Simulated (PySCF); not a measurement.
# What a mistake does to a calculation on AlB2H4O cation

These are calculations, not measurements. The program is PySCF 2.14.0, an open-source quantum chemistry code, run on an isolated molecule that a program drew, which may never have been made. The molecule is AlB2H4O cation (charge +1, singlet), drawn as the SMILES string `[BH+][AlH][O]B`.

Each row is a Hartree-Fock (HF) and frozen-core CCSD(T) single point in the cc-pV(D+d)Z basis, meant for a local HF minimum. Run 1 is clean. Each other run has one planted mistake out of seven kinds, and not every kind appears here: one electron removed, one electron added, multiplicity raised by two, geometry at a saddle point, minimal basis STO-3G, one bond length entered in bohr, all coordinates scaled. The reference is restricted for singlets and unrestricted otherwise, and also for a bond in bohr. Adding or removing an electron swaps singlet and doublet. Electrons count all cores. HOMO and LUMO are orbital energies over both spins, the gradient is its largest component, and the lowest frequency (negative if imaginary) is given only where the gradient is small. Bond lengths are over the 7 bonds as drawn. T1 is the CCSD diagnostic: over 0.02 (restricted) or 0.045 (unrestricted) a single reference is doubtful.

Geometry of the clean run:
```xyz
8
AlB2H4O cation, angstrom
B     0.3394   -1.7788   -0.8143
Al   -1.3474   -0.4444   -0.1439
O    -0.5973    0.9378    0.3460
B    -0.2238    2.1748    0.8083
H     1.2597   -2.4452   -1.1550
H    -2.7885   -0.9930   -0.2442
H     0.0188    2.2963    1.9728
H    -0.1418    3.0733    0.0236
```

| run | electrons | basis functions | <S^2> | HOMO (eV) | LUMO (eV) | gradient (hartree/bohr) | lowest frequency (cm^-1) | mean bond (Å) | longest bond (Å) | T1 | HF (hartree) | CCSD(T) (hartree) | mistake |
|---|---|---|---|---|---|---|---|---|---|---|---|---|---|
| 1 | 34 | 85 | 0.000 | -15.66 | -5.77 | 1.8e-05 | 104 | 1.4850 | 2.253 | 0.0174 | -368.23309 | -368.65699 | no fault |
| 2 | 34 | 85 | 0.000 | -15.86 | -5.91 | 3.5e-02 | - | 1.4197 | 2.154 | 0.0164 | -368.21784 | -368.63662 | all coordinates scaled |
| 3 | 34 | 85 | 1.082 | -13.10 | -5.53 | 2.5e-02 | - | 1.6944 | 3.113 | 0.0444 | -368.11031 | -368.51287 | one bond length entered in bohr |
| 4 | 33 | 85 | 0.782 | -22.20 | -13.02 | 1.2e-01 | - | 1.4850 | 2.253 | 0.0389 | -367.70371 | -368.10994 | one electron removed |
| 5 | 34 | 85 | 2.014 | -15.71 | -7.92 | 2.9e-02 | - | 1.4850 | 2.253 | 0.0255 | -368.13837 | -368.54709 | ? |

**Which mistake was planted in run 5, and what did it cost?**

Electrons, basis and geometry are unchanged, and <S^2> is 2.014, beside S(S+1) = 2.00 for a multiplicity of 3. So the mistake is: multiplicity raised by two. Subtracting run 1 and multiplying by 627.51 kcal/mol a hartree, the energy moved by 59.4 kcal/mol in HF and 69.0 kcal/mol in CCSD(T).

